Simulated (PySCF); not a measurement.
**BiPb from Hartree–Fock to correlated methods**

State: ²Π (doublet), unpaired electrons π ↑. Set-up: basis Bi cc-pVDZ-PP with ECP60, Pb cc-pVDZ-PP with ECP60; scalar-relativistic core potentials; PySCF 2.14. De refers to Bi + Pb in their high-spin ground configurations, without counterpoise correction. The functionals are run spin-unrestricted. A positive dipole means Bi(−)Pb(+). Levels whose curve was spin-contaminated or gave no clean fit are not listed.

```json
{"Level": "ROHF", "Re (Å)": "2.757", "ωe (cm⁻¹)": "175", "De (eV)": "-0.212", "μ (D)": "2.09", "CPU s a point (SCF and correlation, without the integrals)": "0.073"}
{"Level": "ROHF-MP2", "Re (Å)": "2.801", "ωe (cm⁻¹)": "163", "De (eV)": "1.41", "μ (D)": "n/a", "CPU s a point (SCF and correlation, without the integrals)": "0.15"}
{"Level": "ROHF-SCS-MP2", "Re (Å)": "2.810", "ωe (cm⁻¹)": "159", "De (eV)": "1.28", "μ (D)": "n/a", "CPU s a point (SCF and correlation, without the integrals)": "n/a"}
{"Level": "ROHF-CCSD", "Re (Å)": "2.821", "ωe (cm⁻¹)": "152", "De (eV)": "1.25", "μ (D)": "n/a", "CPU s a point (SCF and correlation, without the integrals)": "n/a"}
{"Level": "ROHF-CCSD(T)", "Re (Å)": "2.846", "ωe (cm⁻¹)": "144", "De (eV)": "1.48", "μ (D)": "n/a", "CPU s a point (SCF and correlation, without the integrals)": "7.1"}
{"Level": "PBE", "Re (Å)": "2.817", "ωe (cm⁻¹)": "155", "De (eV)": "2.37", "μ (D)": "1.25", "CPU s a point (SCF and correlation, without the integrals)": "0.6"}
{"Level": "revPBE", "Re (Å)": "2.830", "ωe (cm⁻¹)": "152", "De (eV)": "2.09", "μ (D)": "1.33", "CPU s a point (SCF and correlation, without the integrals)": "0.46"}
{"Level": "PBE0", "Re (Å)": "2.784", "ωe (cm⁻¹)": "153", "De (eV)": "1.96", "μ (D)": "1.46", "CPU s a point (SCF and correlation, without the integrals)": "0.92"}
{"Level": "B97-3", "Re (Å)": "2.803", "ωe (cm⁻¹)": "154", "De (eV)": "2.15", "μ (D)": "1.52", "CPU s a point (SCF and correlation, without the integrals)": "0.55"}
{"Level": "HSE06", "Re (Å)": "2.788", "ωe (cm⁻¹)": "159", "De (eV)": "2.11", "μ (D)": "1.41", "CPU s a point (SCF and correlation, without the integrals)": "1.1"}
```

The bond length runs from 2.757 Å (ROHF) to 2.846 Å (ROHF-CCSD(T)). De spans -0.21 eV (ROHF, mean field) to 2.37 eV (PBE, GGA). Correlation at CCSD(T) changes the Hartree–Fock bond energy by +1.69 eV; the triples alone change it by +0.23 eV.

Correlated steps freeze 8 core orbitals. Correlated levels converge slowly with the basis: in double zeta they bind strong bonds too weakly, by up to about 1 eV, and carry superposition errors of some tenths. Spin–orbit coupling is left out, which matters for elements this heavy, above all for dissociation energies. UHF is strongly spin-contaminated for BiPb, so the ROHF reference used there is far from stable. A negative De means that the minimum lies above the separated atoms at that level. The state was picked by a PBE0 search and need not be the measured ground state.

The whole job (state search and all levels along the bond) took about 2.8 min on 1 thread of Arm Neoverse V2 (shared host), peak memory 0.55 GiB.
